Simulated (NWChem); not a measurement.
System: C3H7AlO; SMILES [O](C)[AlH][CH]=C

Input file for NWChem:

```
start job
memory heap 200 mb stack 900 mb global 1100 mb
geometry units angstroms noautosym nocenter noautoz
  Al    -0.263828     0.049655    -0.055399
  H     -1.830793    -0.041577    -0.311904
  C      0.646384     1.755621     0.095401
  C     -0.041239     2.905122    -0.020340
  H      1.720680     1.838254     0.273740
  H      0.426005     3.888433     0.056138
  H     -1.117217     2.923009    -0.199179
  O      0.655779    -1.384312     0.092274
  C      0.297127    -2.744756     0.029840
  H      0.846715    -3.241452    -0.780934
  H      0.560885    -3.246500     0.970513
  H     -0.778945    -2.895313    -0.146225
end
basis spherical
  * library 6-31g*
end
dft
  xc hfexch
  iterations 150
  mulliken
end
task dft energy
esp
  recalculate
  probe 0.07
  range 0.3
  factor 1.0
  spacing 0.02
end
task esp
```

Parts of the log:

```
             Northwest Computational Chemistry Package (NWChem) 7.3.0
             --------------------------------------------------------

                             Geometry "geometry" -> ""
                             -------------------------

 Output coordinates in angstroms (scale by  1.889725989 to convert to a.u.)

  No.       Tag          Charge          X              Y              Z
 ---- ---------------- ---------- -------------- -------------- --------------
    1 Al                  13.0000    -0.26382800     0.04965500    -0.05539900
    2 H                    1.0000    -1.83079300    -0.04157700    -0.31190400
    3 C                    6.0000     0.64638400     1.75562100     0.09540100
    4 C                    6.0000    -0.04123900     2.90512200    -0.02034000
    5 H                    1.0000     1.72068000     1.83825400     0.27374000
    6 H                    1.0000     0.42600500     3.88843300     0.05613800
    7 H                    1.0000    -1.11721700     2.92300900    -0.19917900
    8 O                    8.0000     0.65577900    -1.38431200     0.09227400
    9 C                    6.0000     0.29712700    -2.74475600     0.02984000
   10 H                    1.0000     0.84671500    -3.24145200    -0.78093400
   11 H                    1.0000     0.56088500    -3.24650000     0.97051300
   12 H                    1.0000    -0.77894500    -2.89531300    -0.14622500

 Effective nuclear repulsion energy (a.u.)     196.8425772749

  xc_inp: hfexch multiplicative factor not found.

                                 NWChem DFT Module
                                 -----------------

 Summary of "ao basis" -> "ao basis" (spherical)
 ------------------------------------------------------------------------------
       Tag                 Description            Shells   Functions and Types
 ---------------- ------------------------------  ------  ---------------------
 Al                          6-31g*                  8       18   4s3p1d
 H                           6-31g*                  2        2   2s
 C                           6-31g*                  6       14   3s2p1d
 O                           6-31g*                  6       14   3s2p1d

            General Information
            -------------------
          SCF calculation type: DFT
          Wavefunction type:  closed shell.
          No. of atoms     :    12
          No. of electrons :    46
           Alpha electrons :    23
            Beta electrons :    23
          Charge           :     0
          Spin multiplicity:     1
          Use of symmetry is: off; symmetry adaption is: off
          Maximum number of iterations: 150
          AO basis - number of functions:    88
                     number of shells:    46
          Convergence on energy requested:  1.00D-06
          Convergence on density requested:  1.00D-05
          Convergence on gradient requested:  5.00D-04

              XC Information
              --------------
                     Hartree-Fock (Exact) Exchange  1.000

      Superposition of Atomic Density Guess
      -------------------------------------

 Sum of atomic energies:        -433.08139315

      Non-variational initial energy
      ------------------------------

 Total energy =    -435.291257
 1-e energy   =    -985.426707
 2-e energy   =     353.292873
 HOMO         =      -0.321909
 LUMO         =      -0.026362

     ---------------------------------------------
      Total Density - Mulliken Population Analysis
     ---------------------------------------------

    Atom       Charge   Shell Charges
 -----------   ------   -------------------------------------------------------
    1 Al  13    12.02   2.00  2.00  5.97  0.77  0.76  0.23  0.14  0.15
    2 H    1     1.13   0.46  0.67
    3 C    6     6.54   2.00  0.75  1.98  0.64  1.14  0.02
    4 C    6     6.36   2.00  0.74  1.88  0.63  1.09  0.03
    5 H    1     0.78   0.46  0.31
    6 H    1     0.78   0.47  0.32
    7 H    1     0.79   0.47  0.32
    8 O    8     8.98   2.00  0.93  3.16  0.91  1.97  0.01
    9 C    6     6.21   2.00  0.69  1.84  0.63  1.00  0.06
   10 H    1     0.81   0.48  0.32
   11 H    1     0.81   0.48  0.32
   12 H    1     0.81   0.48  0.33

   convergence    iter        energy       DeltaE   RMS-Dens  Diis-err
 ---------------- ----- ----------------- --------- --------- ---------
 d= 0,ls=0.0,diis     1   -434.3670671510 -6.31D+02  7.01D-03  6.24D-01
 d= 0,ls=0.0,diis     2   -434.4313177072 -6.43D-02  2.87D-03  2.14D-01
 d= 0,ls=0.0,diis     3   -434.4522388619 -2.09D-02  9.33D-04  7.96D-03
 d= 0,ls=0.0,diis     4   -434.4535695158 -1.33D-03  1.31D-04  1.56D-04
 d= 0,ls=0.0,diis     5   -434.4536002053 -3.07D-05  4.72D-05  1.41D-05
  Resetting Diis
 d= 0,ls=0.0,diis     6   -434.4536035290 -3.32D-06  1.19D-05  8.25D-07
 d= 0,ls=0.0,diis     7   -434.4536037853 -2.56D-07  4.40D-06  1.54D-07

         Total DFT energy =     -434.453603785332
      One electron energy =     -989.962259432445
           Coulomb energy =      403.173527369952
    Exchange-Corr. energy =      -44.507448997753
 Nuclear repulsion energy =      196.842577274915

 Numeric. integr. density =        0.000000000000

                       DFT Final Molecular Orbital Analysis
                       ------------------------------------

 Vector   21  Occ=2.000000D+00  E=-4.333836D-01
              MO Center=  5.8D-01, -1.8D+00,  7.8D-02, r^2= 1.9D+00
   Bfn.  Coefficient  Atom+Function         Bfn.  Coefficient  Atom+Function
  ----- ------------  ---------------      ----- ------------  ---------------
    59      0.497340   8 O  pz               63      0.429490   8 O  pz
    73     -0.236069   9 C  pz               84      0.178084  10 H  s
    86     -0.178044  11 H  s                83      0.162121  10 H  s
    85     -0.162052  11 H  s                77     -0.109361   9 C  pz
     9      0.104054   1 Al pz               57     -0.081219   8 O  px

 Vector   22  Occ=2.000000D+00  E=-4.100766D-01
              MO Center= -2.4D-01,  8.9D-01, -5.2D-02, r^2= 3.8D+00
   Bfn.  Coefficient  Atom+Function         Bfn.  Coefficient  Atom+Function
  ----- ------------  ---------------      ----- ------------  ---------------
    20      0.275008   2 H  s                24      0.276258   3 C  py
     7     -0.245346   1 Al px               19      0.190435   2 H  s
    23      0.190333   3 C  px               26     -0.169844   3 C  s
    57      0.157800   8 O  px               28      0.156527   3 C  py
     8     -0.148413   1 Al py               61      0.136224   8 O  px

 Vector   23  Occ=2.000000D+00  E=-3.715870D-01
              MO Center=  3.0D-01,  2.2D+00,  3.7D-02, r^2= 1.8D+00
   Bfn.  Coefficient  Atom+Function         Bfn.  Coefficient  Atom+Function
  ----- ------------  ---------------      ----- ------------  ---------------
    25      0.351086   3 C  pz               39      0.351951   4 C  pz
    29      0.297233   3 C  pz               43      0.294139   4 C  pz
    59     -0.076887   8 O  pz               63     -0.071986   8 O  pz
    23     -0.058564   3 C  px               37     -0.058479   4 C  px
    13      0.051607   1 Al pz               27     -0.049503   3 C  px

 Vector   24  Occ=0.000000D+00  E= 7.520155D-02
              MO Center= -2.5D-01,  4.4D-01, -5.1D-02, r^2= 5.6D+00
   Bfn.  Coefficient  Atom+Function         Bfn.  Coefficient  Atom+Function
  ----- ------------  ---------------      ----- ------------  ---------------
    13      0.782044   1 Al pz               43     -0.305798   4 C  pz
     9      0.249262   1 Al pz               39     -0.202267   4 C  pz
    63     -0.189471   8 O  pz               59     -0.139071   8 O  pz
    11     -0.127810   1 Al px                5     -0.116789   1 Al pz
    77     -0.062522   9 C  pz               84     -0.051209  10 H  s

 Vector   25  Occ=0.000000D+00  E= 1.450130D-01
              MO Center=  2.3D-01, -4.7D-01,  2.5D-02, r^2= 5.4D+00
   Bfn.  Coefficient  Atom+Function         Bfn.  Coefficient  Atom+Function
  ----- ------------  ---------------      ----- ------------  ---------------
    10      1.674310   1 Al s                20     -0.525763   2 H  s
    60     -0.469996   8 O  s                74     -0.438730   9 C  s
    26     -0.323832   3 C  s                12     -0.317197   1 Al py
    11      0.307607   1 Al px               28      0.271938   3 C  py
     6     -0.270549   1 Al s                52     -0.161680   6 H  s

 Vector   26  Occ=0.000000D+00  E= 1.626705D-01
              MO Center= -7.0D-01,  6.2D-01, -1.3D-01, r^2= 7.0D+00
   Bfn.  Coefficient  Atom+Function         Bfn.  Coefficient  Atom+Function
  ----- ------------  ---------------      ----- ------------  ---------------
    12      1.419129   1 Al py               10      0.754062   1 Al s
    26     -0.696858   3 C  s                40     -0.630756   4 C  s
    74      0.570883   9 C  s                28      0.314743   3 C  py
    20     -0.275312   2 H  s                60      0.158104   8 O  s
    88     -0.147052  12 H  s                41      0.129343   4 C  px

     ---------------------------------------------
      Total Density - Mulliken Population Analysis
     ---------------------------------------------

    Atom       Charge   Shell Charges
 -----------   ------   -------------------------------------------------------
    1 Al  13    12.07   2.00  2.00  5.98  0.64  1.00  0.12  0.11  0.23
    2 H    1     1.18   0.47  0.71
    3 C    6     6.44   2.00  0.66  1.94  0.65  1.15  0.03
    4 C    6     6.35   2.00  0.68  1.94  0.60  1.09  0.04
    5 H    1     0.81   0.52  0.29
    6 H    1     0.82   0.53  0.29
    7 H    1     0.82   0.53  0.30
    8 O    8     8.83   2.00  0.87  2.90  0.99  2.06  0.02
    9 C    6     6.12   2.00  0.65  1.96  0.58  0.84  0.08
   10 H    1     0.85   0.53  0.31
   11 H    1     0.85   0.53  0.31
   12 H    1     0.86   0.54  0.33

     -------------------------------------------
      Total Density - Lowdin Population Analysis
     -------------------------------------------

    Atom       Charge   Shell Charges
 -----------   ------   -------------------------------------------------------
    1 Al  13    12.49   2.00  1.97  5.90  0.51  1.04  0.29  0.41  0.37
    2 H    1     1.11   0.48  0.63
    3 C    6     6.35   1.99  0.54  1.79  0.46  1.50  0.06
    4 C    6     6.22   1.99  0.55  1.76  0.44  1.39  0.08
    5 H    1     0.85   0.49  0.36
    6 H    1     0.87   0.50  0.37
    7 H    1     0.86   0.50  0.37
    8 O    8     8.43   1.99  0.82  2.79  0.66  2.13  0.03
    9 C    6     6.16   1.99  0.53  1.78  0.43  1.29  0.14
   10 H    1     0.89   0.51  0.38
   11 H    1     0.89   0.51  0.38
   12 H    1     0.89   0.51  0.38

     Multipole analysis of the density
     ---------------------------------

     L   x y z        total         alpha         beta         nuclear
     -   - - -        -----         -----         ----         -------
     0   0 0 0     -0.000000    -23.000000    -23.000000     46.000000

     1   1 0 0     -0.244947     -6.790778     -6.790778     13.336609
     1   0 1 0      0.045208     -0.253102     -0.253102      0.551413
     1   0 0 1     -0.040544     -0.501736     -0.501736      0.962929

     2   2 0 0    -30.446205    -45.170925    -45.170925     59.895645
     2   1 1 0      0.642154     12.670094     12.670094    -24.698034
     2   1 0 1     -0.507083     -4.517091     -4.517091      8.527100
     2   0 2 0    -24.773223   -344.800503   -344.800503    664.827783
     2   0 1 1      0.101975      1.733794      1.733794     -3.365613
     2   0 0 2    -27.348777    -17.171573    -17.171573      6.994369

                     NWChem Electrostatic Potential Fit Module
                     -----------------------------------------

 Atom parameters

 Number of atoms is                                   12
 Number of basis functions is                         88

 Grid parameters

 Maximum number of grid points is                  48810
 Number of grid points is                          48809
 Grid range                                     0.300000 nm
 Grid spacing                                   0.020000 nm
 Probe radius                                   0.070000 nm
 Atom radius factor                             1.000000

 Atomic radii

    1    0.100000
    6    0.147000
    8    0.136000
   13    0.195000
 FASTESP  F
  using M.O. file = ./job.movecs

    Atom              Coordinates                           Charge

                                                  ESP

    1 Al   -0.026383    0.004966   -0.005540    1.024913
    2 H    -0.183079   -0.004158   -0.031190   -0.301927
    3 C     0.064638    0.175562    0.009540   -0.487601
    4 C    -0.004124    0.290512   -0.002034   -0.177654
    5 H     0.172068    0.183825    0.027374    0.159087
    6 H     0.042601    0.388843    0.005614    0.129623
    7 H    -0.111722    0.292301   -0.019918    0.088232
    8 O     0.065578   -0.138431    0.009227   -0.703584
    9 C     0.029713   -0.274476    0.002984    0.413498
   10 H     0.084672   -0.324145   -0.078093   -0.038894
   11 H     0.056089   -0.324650    0.097051   -0.039203
   12 H    -0.077895   -0.289531   -0.014623   -0.066489
                                            ------------
                                               -0.000000

 Dipole moment                                  0.268301

 Quadrupole moment Qxx                         -8.161252
                   Qyy                          7.952624
                   Qzz                          0.208628

 RMS deviation kJ/mol                           0.057156

 RRMS %                                        40.129493
```

Level: Hartree-Fock/6-31G* (spherical d). The geometry was optimised at B3LYP/6-31G* (spherical d).
